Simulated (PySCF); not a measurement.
C₂H₄FIn. Atoms are numbered in the order given.

```xyz
8

In     0.2766    -0.3336     0.0000
H      1.9066    -0.8867     0.0000
F     -1.0125    -1.8382     0.0000
C     -0.7312     1.5569     0.0000
C     -0.0857     2.7313     0.0000
H     -1.8279     1.5504     0.0000
H     -0.6239     3.6884     0.0000
H      1.0079     2.8084     0.0000
```

Geometry optimised at B3LYP-D3(BJ)/def2-SVP. The def2 effective core potentials stand for the cores of In; spin–orbit coupling is left out. The values are those of a single conformer.

These are PySCF with B3LYP-D3(BJ)/def2-SVP values and carry that method's errors.

Frequencies are harmonic and unscaled.

```tsv
mode	ν (cm⁻¹)	IR (km/mol)	Raman (Å⁴/amu)	depolarisation	moving atoms (share of kinetic energy)
1	68	1.5	6.5	0.75	C 47 %, H 34 %, F 17 %
2	94	9.3	1.9	0.66	F 53 %, C 18 %, In 18 %, H 11 %
3	257	4.1	9.6	0.49	C 66 %, H 21 %
4	361	11.9	1.0	0.75	H 96 %
5	453	121.5	10.8	0.67	H 70 %, C 19 %, In 9 %
6	477	74.3	15.8	0.75	H 70 %, C 26 %
7	529	31.1	28.1	0.29	C 50 %, H 41 %
8	590	44.5	5.7	0.47	F 83 %, In 13 %
9	990	29.1	0.4	0.75	H 72 %, C 28 %
10	993	9.3	3.5	0.54	H 88 %, C 12 %
11	1042	11.5	0.8	0.75	H 93 %
12	1243	22.1	16.4	0.10	H 73 %, C 27 %
13	1415	11.3	29.2	0.54	H 81 %, C 19 %
14	1645	6.0	4.3	0.25	C 81 %, H 19 %
15	1803	172.5	272.8	0.22	H 98 %
16	3099	17.8	157.2	0.20	H 95 %
17	3146	4.6	164.8	0.34	H 91 %, C 9 %
18	3186	8.7	113.1	0.60	H 90 %, C 10 %
```
